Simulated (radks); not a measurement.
Spherical quantum dot in the effective-mass picture: electrons in a hard-walled sphere of radius 2.22, with a point charge +1 (a donor) at the centre, all in effective atomic units (hartree* = m*/eps^2 hartree, bohr* = eps/m* bohr), one dielectric constant everywhere. Calculated with a radial shooting solver with Libxc functionals: non-relativistic Kohn-Sham, LDA (Slater exchange, Perdew-Wang correlation), spin-polarised, spherical densities. Levels are named by radial order and angular momentum (1s, 1p, 1d, 2s, ...), and open shells are averaged over m. Results are scaled to m* = 0.043 and eps = 6.6, for which hartree* = 26.86 meV and bohr* = 8.122 nm.

N = 39, configuration 1s2 1p6 1d10 2s2 1f14 1g(up 5, down 0). This is the lowest configuration that the search found. Occupied and some empty levels:

level,occupation,eigenvalue (meV),<r> (nm)
1s up,1,618.98,11.84
1s down,1,620.77,11.78
1p up,3,634.34,12.54
1p down,3,636.32,12.52
1d up,5,659.33,13.00
1d down,5,661.44,12.98
1f up,7,693.14,13.36
1f down,7,695.35,13.35
2s up,1,699.83,7.502
2s down,1,700.46,7.525
1g up,5,735.12,13.65
1g down,0,737.39,13.65
2p up,0,757.29,9.262
2p down,0,758.16,9.262
1h up,0,784.81,13.90
1h down,0,787.12,13.90
2d up,0,816.08,10.22
2d down,0,817.15,10.21
3s up,0,823.82,8.504
3s down,0,824.73,8.513

Energy (meV): total 14886.5, kinetic 4657.3, external -730.23, Hartree 11842, exchange-correlation -882.90.
